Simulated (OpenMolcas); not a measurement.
**Ru²⁺: the spin-orbit constant, worked from levels**

```json
{"Program": "OpenMolcas", "Basis": "ANO-RCC-VDZP [6s5p3d1f]", "Scalar Hamiltonian": "DKH3, point nucleus", "Active space": "6 electrons in 5 orbitals (4d)", "State averaging": "2S+1 = 5 even, 5 roots; 2S+1 = 3 even, 45 roots; 2S+1 = 1 even, 50 roots (49 in the spin-orbit step)", "Spin-orbit coupling": "RASSI with atomic mean-field integrals over the reference wave functions, term energies averaged over their components"}
```

Methods: CASSCF; MS-CASPT2, IPEA 0.25 Eh, imaginary shift 0.1 Eh (closed shells correlated: 4s 4p). Measured levels: Moore, Atomic Energy Levels, vol. III, NSRDS-NBS 35 (1971 reprint of NBS Circular 467, 1958).

**The spin-orbit constant.** For the Hund term 5D of d6, E(J) = (A/2) J(J+1) + constant and ζ = -2S·A = -4A. From J = 0 to J = 4 the energy changes by 10 A.

```csv
Source,E(4) - E(0),A,ζ
CASSCF,-2636.0,-263.6,1054
MS-CASPT2,-2604.6,-260.5,1042
measured,-2476.0,-247.6,990
```

All in cm-1. MS-CASPT2 is off by +5.2 % and CASSCF by +6.5 %. Both methods take the spin-orbit matrix elements from the reference wave functions, so the second can move ζ only through the term energies and any multistate remixing. Second-order mixing with other terms is absorbed into this ζ.

CASPT2 does not keep the components of a term degenerate, so their means are used; among the terms shown or strongly mixed into the levels shown the widest spread is 19 cm-1 (4d6 5D, MS-CASPT2). Some high roots are left out of the spin-orbit mixing, which shifts the levels that they would mix with. Levels of configurations with an s electron are missing; early in the row they begin among the upper levels of the d shell and mix with terms of their name. Without dynamic correlation excited terms often stand tens of per cent too high (terms of higher spin than the ground term too low), and those without a measured partner can miss by more than the paired ones (holds for CASSCF). Measured partners are found by configuration, term and J. A level has none where our copy of the source lacks it or the pairing is in doubt (some pairs that miss far off the trend of their configuration count as doubtful), and it then counts in no deviation. Only configurations of the active space appear.
